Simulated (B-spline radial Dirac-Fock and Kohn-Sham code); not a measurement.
What relativity does to the binding energies of Er³⁵⁺

System: erbium as Er³⁵⁺, configuration [Ar] 3d10 4s2 4p3.

Both columns are ΔSCF binding energies of the configuration average from a radial atomic solver: non-relativistic Hartree-Fock with a point nucleus, and Dirac-Fock with a finite nucleus and the Coulomb interaction alone, averaged over the two j levels with weights 2j+1.

```
shell  Hartree-Fock (eV)  Dirac-Fock (eV)  shift (eV)  shift (%)
   1s            55337.3          59244.1    +3906.82      +7.06
   2s            10243.3          11270.2    +1026.90     +10.03
   3s             3384.8           3644.0     +259.20      +7.66
   3d             2859.7           2850.6       -9.12      -0.32
   4s             1579.3           1664.6      +85.36      +5.40
   4p             1502.9           1537.6      +34.75      +2.31
```

Relativity binds 1s, 2s, 3s, 4s, 4p more strongly, among those listed most of all 2s in relative terms, and 3d more weakly, because the contracted s and p shells screen the nucleus better.

Values without a named source are computed, but for edge energies of neutral atoms, which are taken from tables.
